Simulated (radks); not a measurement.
Kinetic energies: the exact non-interacting value of the Kohn-Sham orbitals and orbital-free approximations, as 100 (|E| - |E exact|)/|E exact|, negative where the magnitude is too small. Species: F6+ [He] 2s1; Bi3+ [Hg]; Rb+ [Kr]. Calculated with a radial shooting solver on a logarithmic mesh with Libxc functionals: non-relativistic Kohn-Sham, PBE, spin-polarised, spherical densities, point nucleus. Every spin shell is full or empty, so the densities are truly spherical. Functionals are evaluated on that one density, not self-consistently.

functional           F6+     Bi3+      Rb+
exact (hartree)  82.1973  20093.0  2937.97
Thomas-Fermi       -9.93    -4.55    -5.81
von Weizsacker     -6.34   -65.03   -54.07
TF + vW           +83.73   +30.42   +40.12
TF + vW/9          +0.48    -0.67    -0.71
TF + vW/5          +8.80    +2.44    +3.37
LC94               +0.29    +0.03    +0.05
APBEK              +0.24    +0.05    +0.13
revAPBEK           +1.06    +0.19    +0.34
Perdew 92          +0.50    -0.66    -0.70
Thakkar            +0.48    -0.78    -0.48
Pearson            -3.99    -0.82    -1.04
LKT               +55.28   +15.70   +21.56
PG1               +48.02   +12.24   +17.03
DePristo-Kress     -0.12    -0.19    -0.06
Ernzerhof          +3.28    -0.46    -0.37
